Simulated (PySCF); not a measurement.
SnOF2, SMILES [O]=[Sn]([F])[F].

Geometry: B3LYP-D3(BJ)/def2-SVP. The def2 effective core potentials stand for the cores of Sn; spin–orbit coupling is left out.

All values below come from TDA-PBE0/def2-SVPD in PySCF.

Vertical excitations.  State labels are in the subgroup C2v.

| state | symmetry | energy (eV) | λ (nm) | f | main pairs |
|---|---|---|---|---|---|
| S1 | B2 | 2.94 | 422 | 0.013 | HOMO→LUMO 99 % |
| S2 | B1 | 3.15 | 394 | 0.016 | HOMO−1→LUMO 99 % |
| S3 | A2 | 4.73 | 262 | 0.000 | HOMO→LUMO+1 100 % |
| S4 | A1 | 5.10 | 243 | 0.009 | HOMO−1→LUMO+1 62 %, HOMO−2→LUMO 37 % |
| S5 | B2 | 6.21 | 200 | 0.020 | HOMO−3→LUMO 94 % |
| S6 | A2 | 6.31 | 197 | 0.000 | HOMO−4→LUMO 99 % |
| S7 | A1 | 6.50 | 191 | 0.085 | HOMO−5→LUMO 50 %, HOMO−2→LUMO 21 %, HOMO→LUMO+2 17 %, HOMO−1→LUMO+1 11 % |
| S8 | B1 | 6.76 | 183 | 0.006 | HOMO−6→LUMO 78 %, HOMO−2→LUMO+1 21 % |
| S9 | A1 | 6.88 | 180 | 0.052 | HOMO−5→LUMO 44 %, HOMO→LUMO+2 41 %, HOMO−2→LUMO 8 % |
| S10 | B1 | 7.03 | 176 | 0.073 | HOMO−2→LUMO+1 77 %, HOMO−6→LUMO 21 % |
| T1 | B2 | 2.15 | 576 | 0 | HOMO→LUMO 98 % |
| T2 | B1 | 2.34 | 530 | 0 | HOMO−1→LUMO 97 % |
| T3 | A1 | 3.83 | 324 | 0 | HOMO−2→LUMO 71 %, HOMO−1→LUMO+1 25 % |
| T4 | A1 | 4.37 | 284 | 0 | HOMO−1→LUMO+1 73 %, HOMO−2→LUMO 25 % |
Triplets are in the Tamm–Dancoff approximation.
